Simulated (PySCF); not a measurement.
Write Cartesian coordinates for `FC(F)C(F)(F)C(F)(F)F` as optimised with GFN2-xTB.

```xyz
11
C3HF7 angstrom
F      1.2948    0.4023   -1.4867
C      1.3066    0.2995   -0.1507
F      1.2752    1.5386    0.3577
C      0.0754   -0.5080    0.3341
F      0.1748   -1.7706   -0.1268
F      0.1044   -0.5810    1.6792
C     -1.2995    0.0767   -0.1033
F     -1.4634    1.3104    0.3606
F     -1.4069    0.1128   -1.4266
F     -2.2892   -0.6742    0.3680
H      2.2332   -0.2039    0.1686
```

Any rigid rotation of these coordinates is as good. Atoms count from 1 in this order. Of the pairs four or more bonds apart, F1···F9 is among the closest relative to their van der Waals radii: 2.72 Å, 92 % of the sum of Bondi's values.

Bonds between heavy atoms (Å): F1–C2 1.340, C2–F3 1.340, C2–C4 1.550, C4–F5 1.348, C4–F6 1.347, C4–C7 1.557, C7–F8 1.328, C7–F9 1.328, C7–F10 1.329.

The geometry is computed with GFN2-xTB (gas phase).

No GFN2-xTB frequencies stand behind this structure, so it isn't proved a minimum. The numbers are those of one conformer (F1–C2–C4–F5 65°).
